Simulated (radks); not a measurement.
All-electron atom: Sn in [Kr] 4d10 5s2 5p2.

Calculated with a radial shooting solver on a logarithmic mesh with Libxc functionals: scalar-relativistic Kohn-Sham, PBE, spin-polarised, spherical densities, point nucleus; open shells are filled with parallel spins first (spin-orbit coupling, left out, can overturn this in heavy ions).

Energy parts (eV):
part                       energy
total                 -168090.877
kinetic                175502.712
electron-nucleus      -406484.157
Hartree                 67374.837
exchange-correlation    -4484.269

Orbitals (lengths in bohr, moments of r in powers of bohr):
orbital  occ.  eigenvalue (eV)      <r^4>
1s up       1        -29014.11  3.406e-06
1s down     1        -29014.08  3.405e-06
2s up       1        -4379.936  0.0005924
2s down     1        -4379.929  0.0005924
2p up       3        -3931.786  0.0004262
2p down     3        -3931.766  0.0004262
3s up       1        -845.0890    0.02645
3s down     1        -845.0646    0.02645
3p up       3        -698.6517    0.02800
3p down     3        -698.6237    0.02800
3d up       5        -473.2635    0.02549
3d down     5        -473.2386    0.02549
4s up       1        -133.7917     0.8573
4s down     1        -133.7347     0.8561
4p up       3         -89.5645      1.253
4p down     3         -89.5017      1.248
4d up       5         -25.7543      3.959
4d down     5         -25.5878      3.786
5s up       1         -10.9711      70.23
5s down     1          -9.7779      69.05
5p up       2          -4.1569      254.9
5p down     0          -2.8607      292.6

The highest occupied level is 5p up at -4.157 eV. Spin moment in Bohr magnetons: 2.
